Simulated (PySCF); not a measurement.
Compound: BrCl2Ga2H3.
Atom-mapped SMILES: `[Br:1][GaH-:2]1[Cl+:3][GaH2-:4][Cl+:5]1` (hydrogens: H6 on Ga2; H7, H8 on Ga4)

Level of theory: PBE0-D3(BJ)/def2-SVP geometry optimisation, gas phase (PySCF 2.14.0).

Question: What internal coordinates does the optimisation give?

Answer: 
```csv
bond,length (bohr)
Br1–Ga2,4.311
"Ga2–Cl3, Ga2–Cl5",4.429
"Cl3–Ga4, Ga4–Cl5",4.508
Ga2–H6,2.925
Ga4–H7,2.930
Ga4–H8,2.933
```

Bonds in one row agree within 0.02 bohr and their mean is given. A selection of angles:
```csv
angle,degrees
Br1–Ga2–Cl3,106.7
Br1–Ga2–Cl5,105.7
Br1–Ga2–H6,126.1
Cl3–Ga2–Cl5,90.3
Cl3–Ga2–H6,110.5
Cl5–Ga2–H6,111.6
Ga2–Cl3–Ga4,90.6
Cl3–Ga4–Cl5,88.3
Cl3–Ga4–H7,106.1
Cl3–Ga4–H8,105.4
H7–Ga4–H8,135.5
```

Torsions: Br1–Ga2–Cl3–Ga4 103° (anticlinal); Ga2–Cl3–Ga4–Cl5 3° (synperiplanar); Cl3–Ga4–Cl5–Ga2 -3° (synperiplanar); Br1–Ga2–Cl5–Ga4 -104° (anticlinal).

Ga4 (gallium bonded to 2 Cl and 2 H) has angles from 88.3° to 135.5°. Ga2 (gallium bonded to Br, 2 Cl and H) has angles from 90.3° to 126.1°. The 4 Cl–Ga bonds span 2.344 Å (Ga2–Cl3, drawn single) to 2.387 Å (Ga4–Cl5, drawn single), a spread of 0.043 Å. The 4-membered ring Ga2–Cl3–Ga4–Cl5 has internal angles of 88.3° to 90.6° (sum 360°, against 360° for a flat polygon); it is slightly puckered (a soft mode that the optimisation may not have finished), 0.04 Å rms from its mean plane, widest ring torsion 4°.

Point group: Cs (tolerance 0.08 Å). Not checked by PBE0-D3(BJ)/def2-SVP frequencies.

The run took 4.4 min wall on one thread of an Arm Neoverse N1, shared host with 64 logical CPUs at a one-minute load of 60, and the process peaked at 0.74 GiB of memory. These figures are those of the optimisation.
